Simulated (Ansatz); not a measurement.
Calculated with Ansatz (gas phase, PBE0-D4/def2-TZVP geometries, no zero-point term in ΔE). CCSD(T)/CBS adds triple-zeta CCSD(T) − MP2 to the extrapolated MP2 energy (def2 sets, frozen cores). This one scheme is used for every species. Functionals use def2-TZVPP. HSE06 is defined as in plane-wave codes.

Reaction (ligand exchange at the Si–Cl bond): `F[SiH](Cl)Cl` + H–F → `F[SiH](F)Cl` + HCl

`F[SiH](Cl)Cl`:

Cartesian coordinates in Å:
```
F -1.539 0.415 0.290
Si -0.027 0.100 -0.049
Cl 0.049 -1.652 -1.058
Cl 0.999 -0.050 1.689
H 0.517 1.187 -0.871
```

H–F:

```xyz
2

F     0.287   -0.199    0.300
H    -0.287    0.199   -0.300
```

`F[SiH](F)Cl`:

Cartesian coordinates in Å:
```
F 1.394 -0.421 0.639
Si -0.025 -0.003 0.095
F -0.903 -1.310 -0.002
Cl 0.184 0.787 -1.750
H -0.651 0.947 1.018
```

HCl:

```xyz
2

Cl   -0.022   -0.635   -0.071
H     0.022    0.635    0.071
```

| level | ΔE (kJ/mol) |
| --- | --- |
| B97M-V | -55.9 |
| ωB97X-V | -52.2 |
| HSE06 | -45.9 |
| HF/def2-QZVPP | -68.0 |

Q: What does CCSD(T)/CBS give? (Estimate.)

A: Ansatz gave: -49.7 kJ/mol. The listed levels differ from it by -6.2, -2.5, 3.8, -18.3 kJ/mol.

Largest T1 diagnostic among the species: 0.011.

The D4 term adds +5.6 kJ/mol with B3LYP and +2.9 kJ/mol with PBE0; it sums over pairs of atoms, weighted by their polarisabilities, and B3LYP, whose exchange is more repulsive, gets the larger term. Leaving LDA and LC-ωPBE aside and taking each functional with its dispersion term where it has one, the values, not all of them listed here, spread over 19.1 kJ/mol, from CAM-B3LYP-D4 to revPBE-D4.

B3LYP here is the variant with VWN-RPA as its local correlation; programs differ in this.
